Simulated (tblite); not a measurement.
C7H4FS (doublet state).
SMILES with atom numbers: `[C:1]#[C:2][C:3]#[C:4][C:5]1([F:6])[CH2:7][S:8][CH2:9]1` (hydrogens: H10, H11 on C7; H12, H13 on C9)

A start from a force field or distance geometry was refined with GFN2-xTB geometry optimisation, gas phase in tblite 0.8.0. Values at the start:

| coordinate | start |
| --- | --- |
| C1≡C2 | 1.227 Å |
| C2–C3 | 1.402 Å |
| C3≡C4 | 1.221 Å |
| C4–C5 | 1.484 Å |
| C5–F6 | 1.373 Å |
| C5–C7 | 1.516 Å |
| C7–S8 | 1.790 Å |
| C7–H10 | 1.097 Å |
| C7–H11 | 1.112 Å |
| C1–C2–C3 | 179.0° |
| C2–C3–C4 | 178.2° |
| C4–C5–F6 | 108.8° |
| C4–C5–C7 | 110.5° |
| C5–C7–S8 | 89.8° |
| F6–C5–C7 | 116.5° |
| C7–C5–C9 | 88.8° |
| C7–S8–C9 | 71.6° |
| C4–C5–C7–S8 | -152° |
| C4–C5–C9–S8 | 148° |
| C5–C7–S8–C9 | 31° |
| C7–S8–C9–C5 | -31° |

Q: How do these coordinates change at the GFN2-xTB level?

A: 
```tsv
coordinate	GFN2-xTB (Å or °)	change
C2–C3	1.360	-0.042
C4–C5	1.444	-0.040
C7–S8	1.827	+0.037
C7–H11	1.088	-0.024
C5–C7	1.539	+0.023
C1≡C2	1.212	-0.015
C5–F6	1.386	+0.013
C3≡C4	1.209	-0.012
C7–H10	1.089	-0.008
C1–C2–C3	167.3	-11.7
C7–C5–C9	96.2	+7.4
C7–S8–C9	77.6	+6.0
F6–C5–C7	111.3	-5.2
C4–C5–C7	113.5	+3.0
C5–C7–S8	92.4	+2.6
C2–C3–C4	179.6	+1.4
C4–C5–F6	110.0	+1.2
C4–C5–C7–S8	-110	+42
C7–S8–C9–C5	8	+39
C5–C7–S8–C9	-8	-39
C4–C5–C9–S8	110	-38
```

The energy falls by 0.639 eV over 84 L-BFGS steps, the largest force on an atom goes from 2.82 to 0.009 eV/Å, and the atoms move by 0.578 Å rms after alignment. The bond that changes most is C2–C3 (both ends carbon bonded to 2 C), which shortens by 0.042 Å. Bonds longer at the end by more than 0.005 Å: 5 of 13; shorter: 8. Among the dihedrals that turn most is H11–C7–S8–C9, from -77° to -128°. Rotational constants go from 4315, 624.6, 593.9 to 2853, 720.3, 639.2 MHz.

Its GFN2-xTB frequencies are all real (lowest 43 cm⁻¹).

One conformer stands for the species.

The numbers are calculated, not measured.
